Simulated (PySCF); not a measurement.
CH4BrInO, SMILES [CH3][In]([OH])[Br].

Geometry optimised at B3LYP-D3(BJ)/def2-SVP. The def2 effective core potentials stand for the cores of In; spin–orbit coupling is left out. The values are those of a single conformer.

Level of theory: ωB97X/def2-TZVP in PySCF.

Isolated molecule, no solvent.

Computed frontier levels, gap, dipole moment and polarisability:
The highest occupied level comes out as -10.33 eV, the lowest empty level comes out as 0.36 eV and the orbital gap is 10.69 eV. The dipole moment comes out as 0.473 e·Å. The quadrupole, principal values (traceless, Buckingham form, about the centre of nuclear charge) is -12.75, 5.45, 7.30 D·Å and the mean static polarisability is 71.8 bohr³ (10.63 Å³). The polarisability, principal values is 51.5, 71.9, 91.9 bohr³.
